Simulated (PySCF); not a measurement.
Constitutional and geometric isomers with formula H4O2Si2. Isolated molecules, 0 K electronic values unless said otherwise. One relaxed conformer stands for each flexible species; it need not be the lowest. Strings in code marks are SMILES.

The HOMO–LUMO gap from two functionals at the same geometries (r2SCAN-D4/def2-TZVP), both in PySCF: PBE-D3(BJ)/def2-TZVP and r2SCAN-D4/def2-TZVP. 

```csv
species,r2SCAN-D4/def2-TZVP (eV)
`O[Si]([SiH3])=O` (Si–Si–O–H torsion 0°),4.45
"`[SiH2]=[Si](O)O` (H–O–Si–Si torsion -19°, Si–Si–O–H torsion -165°)",3.38
"`O=[SiH][SiH2]O` (O–Si–Si–O torsion 180°, Si–Si–O–H torsion 180°)",3.48
`O=[SiH]O[SiH3]` (O–Si–O–Si torsion 1°),5.38
"`[SiH](=[SiH]\O)/O` (H–O–Si–Si torsion -58°, Si–Si–O–H torsion 58°)",2.40
"`O/[SiH]=[SiH]\O` (H–O–Si–Si torsion 52°, Si–Si–O–H torsion -118°)",2.53
```

Problem. What does PBE-D3(BJ)/def2-TZVP give for each?

Solution. 
- `O[Si]([SiH3])=O` (Si–Si–O–H torsion 0°): 4.04
- `[SiH2]=[Si](O)O` (H–O–Si–Si torsion -19°, Si–Si–O–H torsion -165°): 3.09
- `O=[SiH][SiH2]O` (O–Si–Si–O torsion 180°, Si–Si–O–H torsion 180°): 3.08
- `O=[SiH]O[SiH3]` (O–Si–O–Si torsion 1°): 4.80
- `[SiH](=[SiH]\O)/O` (H–O–Si–Si torsion -58°, Si–Si–O–H torsion 58°): 2.18
- `O/[SiH]=[SiH]\O` (H–O–Si–Si torsion 52°, Si–Si–O–H torsion -118°): 2.30
Over these rows, drawn at random from the members with no instability flagged (it was tested for open shells, ions and some series alone), PBE minus r2SCAN-D4: mean -0.36 eV, from -0.58 eV to -0.22 eV.
